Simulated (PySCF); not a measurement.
# Ionisation energy of Ni²⁶⁺ by level of theory

Ni²⁶⁺ 1s2 (1S) → Ni²⁷⁺ 1s1 (2S), as a difference of total energies. Computed with PySCF 2.14 in an uncontracted even-tempered set (17 s from 30 bohr⁻², ratio 2.2; 7 p from 46 bohr⁻², ratio 2.4; 4 d from 140 bohr⁻², ratio 2.4; 3 f from 210 bohr⁻², ratio 2.4; 3 g from 310 bohr⁻², ratio 2.4), with scalar relativity by spin-free X2C-1e. Correlated levels: nothing frozen; virtual orbitals above 40 to 60 times the deepest correlated orbital energy dropped. The calculations carry no spin-orbit coupling.

| method | ionisation energy (eV) |
| --- | --- |
| UHF | 10296.1 |
| MP2 (all electrons) | 10297.4 |
| SCS-MP2 (all electrons) | 10297.7 |
| CCSD (all electrons) | 10297.4 |

With two correlated electrons CCSD is exact in that space.

For comparison: 10288.9 eV (theoretical estimate listed by NIST; NIST Atomic Spectra Database, ionization energies).
